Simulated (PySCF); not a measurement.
Numbering as in the mapped SMILES `[CH3:1][C:2]#[C:3][C@@H:4]1[CH2:5][C@@H:6]2[CH2:7][C@@H:8]2[C@H:9]1[CH3:10]`; H(Xn) means a hydrogen on atom n. Ha(C5) is cis to C3 on the ring; Ha(C7) is cis to C5 on the ring; Hb(C5) is trans to C3 on the ring; Hb(C7) is trans to C5 on the ring.

PySCF calculation with geometry: GFN2-xTB and PBE0/pcSseg-1 with gauge-including orbitals; no relativistic terms, a single conformation, equivalent nuclei averaged, isolated molecule.

Problem. List the cross peaks expected in HSQC, COSY and HMBC spectra.

Solution. 

HSQC (one-bond C–H):
| δH | δC |
| --- | --- |
| 2.26 (H(C4)) | 35.5 (C4) |
| 2.25 (H(C9)) | 48.0 (C9) |
| 2.15 (Hb(C5)) | 37.3 (C5) |
| 1.94 (H(C1)) | 4.8 (C1) |
| 1.90 (Ha(C5)) | 37.3 (C5) |
| 1.29 (H(C6)) | 20.8 (C6) |
| 1.11 (Ha(C7)) | 11.0 (C7) |
| 1.04 (H(C10)) | 24.4 (C10) |
| 1.00 (H(C8)) | 28.1 (C8) |
| 0.44 (Hb(C7)) | 11.0 (C7) |

COSY cross peaks (H two or three bonds apart, from the bond graph; peaks can be absent where the dihedral angle is near 90°):
| δH | δH |
| --- | --- |
| 2.26 (H(C4)) | 2.25 (H(C9)) |
| 2.26 (H(C4)) | 2.15 (Hb(C5)) |
| 2.26 (H(C4)) | 1.90 (Ha(C5)) |
| 2.25 (H(C9)) | 1.04 (H(C10)) |
| 2.25 (H(C9)) | 1.00 (H(C8)) |
| 2.15 (Hb(C5)) | 1.90 (Ha(C5)) |
| 2.15 (Hb(C5)) | 1.29 (H(C6)) |
| 1.90 (Ha(C5)) | 1.29 (H(C6)) |
| 1.29 (H(C6)) | 1.11 (Ha(C7)) |
| 1.29 (H(C6)) | 1.00 (H(C8)) |
| 1.29 (H(C6)) | 0.44 (Hb(C7)) |
| 1.11 (Ha(C7)) | 1.00 (H(C8)) |
| 1.11 (Ha(C7)) | 0.44 (Hb(C7)) |
| 1.00 (H(C8)) | 0.44 (Hb(C7)) |

HMBC (two and three bonds, from the bond graph):
| δH | δC |
| --- | --- |
| 2.26 (H(C4)) | 94.2 (C3), 84.3 (C2), 48.0 (C9), 37.3 (C5), 28.1 (C8), 24.4 (C10), 20.8 (C6) |
| 2.25 (H(C9)) | 94.2 (C3), 37.3 (C5), 35.5 (C4), 28.1 (C8), 24.4 (C10), 20.8 (C6), 11.0 (C7) |
| 2.15 (Hb(C5)) | 94.2 (C3), 48.0 (C9), 35.5 (C4), 28.1 (C8), 20.8 (C6), 11.0 (C7) |
| 1.94 (H(C1)) | 94.2 (C3), 84.3 (C2) |
| 1.90 (Ha(C5)) | 94.2 (C3), 48.0 (C9), 35.5 (C4), 28.1 (C8), 20.8 (C6), 11.0 (C7) |
| 1.29 (H(C6)) | 48.0 (C9), 37.3 (C5), 35.5 (C4), 28.1 (C8), 11.0 (C7) |
| 1.11 (Ha(C7)) | 48.0 (C9), 37.3 (C5), 28.1 (C8), 20.8 (C6) |
| 1.04 (H(C10)) | 48.0 (C9), 35.5 (C4), 28.1 (C8) |
| 1.00 (H(C8)) | 48.0 (C9), 37.3 (C5), 35.5 (C4), 24.4 (C10), 20.8 (C6), 11.0 (C7) |
| 0.44 (Hb(C7)) | 48.0 (C9), 37.3 (C5), 28.1 (C8), 20.8 (C6) |

References, each an isolated molecule treated in the same way: $^{1}$H, $^{13}$C against TMS.

Short H···H contacts in this conformer between protons four or more bonds apart (candidates for NOE cross peaks, intensity ∝ r⁻⁶): H(C4)···H(C10) 2.44 Å, H(C8)···H(C10) 2.56 Å.

Shifts are as computed. Against solution values, carbons near 30 ppm lie about +3 ppm off and those near 130 ppm about +5 ppm. Of 1211 compounds with measured shifts, 218 miss one by over three times the rms of a fit or turn the order of signals round; such compounds aren't used in these exercises.
